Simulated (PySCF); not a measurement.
Cartesian coordinates (Å):
SMILES: S[Si](Br)(Br)Br
```xyz
6

S      1.4718    -1.0211     0.1109
Si    -0.3907    -0.0175    -0.0843
Br    -1.0409     0.9262     1.8216
Br    -1.8377    -1.5860    -0.6825
Br    -0.3259     1.5822    -1.6279
H      2.1233     0.1163     0.4622
```
Charge 0, spin multiplicity 1.

Problem. What HOMO–LUMO gap, LUMO and HOMO does PBE-D3(BJ)/def2-TZVP in PySCF give?

Solution. 
```json
{
  "HOMO–LUMO gap": "4.39 eV",
  "LUMO": "-2.43 eV",
  "HOMO": "-6.82 eV"
}
```
